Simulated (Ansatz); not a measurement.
Ansatz results at the PBE0-D4/def2-TZVP geometry: HOMO energy (ωB97M-V/def2-TZVPP) -8.28 eV; LUMO energy (PBE0/def2-TZVPP) -0.97 eV; size of the dipole moment (PBE/def2-TZVPP) 1.20 D.

Each molecule was computed in one conformer, which needn't be the lowest.

Task: Which molecule gave them?
A. `C[O][Zr]1234([NH2])([OH])[C@@H]5[C@H]1[C@H]2[C@@]3(F)[C@@H]54`
B. `C[O][TiH]12345678([C@H]9[C@@H]1[C@@H]2[C@@H]3[C@H]94)[C@H]1[C@@H]5[C@@H]6[C@@H]7[C@H]18`
C. `C[O][Hf]1234([OH])([OH])[C@@H]5[C@H]1[C@H]2[C@@]3([SiH3])[C@@H]54`
D. `[CH3][Ti]12345678([F])([C@H]9[C@@H]1[C@@H]2[C@@H]3[C@H]94)[C@H]1[C@@H]5[C@@H]6[C@@H]7[C@H]18`

Result: B. The others give `C[O][Hf]1234([OH])([OH])[C@@H]5[C@H]1[C@H]2[C@@]3([SiH3])[C@@H]54`: -9.22, -0.17, 0.61; `[CH3][Ti]12345678([F])([C@H]9[C@@H]1[C@@H]2[C@@H]3[C@H]94)[C@H]1[C@@H]5[C@@H]6[C@@H]7[C@H]18`: -8.66, -1.41, 2.29; `C[O][Zr]1234([NH2])([OH])[C@@H]5[C@H]1[C@H]2[C@@]3(F)[C@@H]54`: -9.01, 0.08, 1.25.
